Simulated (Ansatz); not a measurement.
ZrCl₂, SMILES [Cl][Zr][Cl] (connectivity only; charge and spin as stated), neutral, multiplicity 3.

Geometry: B3LYP-D3(BJ)/def2-TZVP. The multiplicity is an assumed one; other spin states were not compared. The def2 effective core potentials stand for the cores of Zr; spin–orbit coupling is left out.

Two levels are set side by side: PBE/def2-TZVPD (Ansatz, a program for electronic structure) and PBE0/def2-TZVPD (Ansatz). Energy differences of separate SCF runs at the same geometry; the states with an electron removed or added have multiplicity 2 and 4. Differences are taken from unrounded values.

```json
[
 {"quantity": "vertical ionisation energy (eV)", "PBE0": "7.60"},
 {"quantity": "vertical electron affinity (eV)", "PBE0": "1.11"}
]
```

What does PBE give, and how far is it from PBE0? (An estimate is asked for; the answer gives what the named calculation found.)


```csv
quantity,PBE,PBE minus PBE0
vertical ionisation energy (eV),7.49,-0.11
vertical electron affinity (eV),1.11,0.00
```

On these quantities the two levels nearly agree.
